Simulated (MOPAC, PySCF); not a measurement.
H2ClInS2, SMILES `[SH][In]([SH])[Cl]` (H–S–In–Cl torsion -180°, Cl–In–S–H torsion 0°), neutral singlet in the gas phase. 

Cartesian coordinates (Å):
```xyz
6

S     -2.3569    -0.0634    -0.4714
In    -0.0838     0.3766    -0.0043
S      1.6251    -1.2467     0.1960
Cl     0.5253     2.5971     0.2825
H     -2.1581    -1.3917    -0.5348
H      2.5547    -0.3099     0.4531
```
Charge 0, multiplicity 1.

All levels are single points at this geometry (PBE0-D4/def2-TZVP); Pople sets use spherical d functions. Orbital energies aren't observables, and empty levels follow the basis.

```json
[
 {"level": "B3LYP-D3(BJ)/def2-TZVP in PySCF", "HOMO (eV)": "-7.60", "LUMO (eV)": "-2.36", "gap (eV)": "5.24", "dipole (D)": "1.69", "vertical IE, Delta-SCF (eV)": "9.65"},
 {"level": "PBE-D3(BJ)/def2-TZVP in PySCF", "HOMO (eV)": "-6.64", "LUMO (eV)": "-2.92", "gap (eV)": "3.72", "dipole (D)": "1.66", "vertical IE, Delta-SCF (eV)": "–"},
 {"level": "PBE0-D4/def2-TZVP in PySCF", "HOMO (eV)": "-7.86", "LUMO (eV)": "-2.08", "gap (eV)": "5.79", "dipole (D)": "1.69", "vertical IE, Delta-SCF (eV)": "9.73"},
 {"level": "B3LYP/6-311+G** (LANL2DZ on In) in PySCF", "HOMO (eV)": "-7.70", "LUMO (eV)": "-2.41", "gap (eV)": "5.29", "dipole (D)": "1.87", "vertical IE, Delta-SCF (eV)": "–"},
 {"level": "B3LYP/6-31G* (LANL2DZ on In) in PySCF", "HOMO (eV)": "-7.65", "LUMO (eV)": "-2.28", "gap (eV)": "5.37", "dipole (D)": "1.84", "vertical IE, Delta-SCF (eV)": "9.76"},
 {"level": "B3LYP/LANL2DZ in PySCF", "HOMO (eV)": "-7.83", "LUMO (eV)": "-2.56", "gap (eV)": "5.27", "dipole (D)": "1.95", "vertical IE, Delta-SCF (eV)": "–"},
 {"level": "BP86/6-31G* (LANL2DZ on In) in PySCF", "HOMO (eV)": "-6.81", "LUMO (eV)": "-3.00", "gap (eV)": "3.81", "dipole (D)": "1.83", "vertical IE, Delta-SCF (eV)": "–"},
 {"level": "M06-2X/6-31G* (LANL2DZ on In) in PySCF", "HOMO (eV)": "-9.07", "LUMO (eV)": "-1.42", "gap (eV)": "7.65", "dipole (D)": "1.80", "vertical IE, Delta-SCF (eV)": "–"},
 {"level": "SVWN5/6-31G* (LANL2DZ on In) in PySCF", "HOMO (eV)": "-6.79", "LUMO (eV)": "-3.02", "gap (eV)": "3.77", "dipole (D)": "1.85", "vertical IE, Delta-SCF (eV)": "–"},
 {"level": "AM1 in MOPAC", "HOMO (eV)": "-9.87", "LUMO (eV)": "-2.57", "gap (eV)": "7.30", "dipole (D)": "1.77", "vertical IE, Delta-SCF (eV)": "–"},
 {"level": "PM3 in MOPAC", "HOMO (eV)": "-10.13", "LUMO (eV)": "-2.89", "gap (eV)": "7.24", "dipole (D)": "1.32", "vertical IE, Delta-SCF (eV)": "–"},
 {"level": "PM6 in MOPAC", "HOMO (eV)": "-9.93", "LUMO (eV)": "-1.89", "gap (eV)": "8.05", "dipole (D)": "1.71", "vertical IE, Delta-SCF (eV)": "–"},
 {"level": "PM7 in MOPAC", "HOMO (eV)": "-9.61", "LUMO (eV)": "-1.54", "gap (eV)": "8.07", "dipole (D)": "1.91", "vertical IE, Delta-SCF (eV)": "–"}
]
```
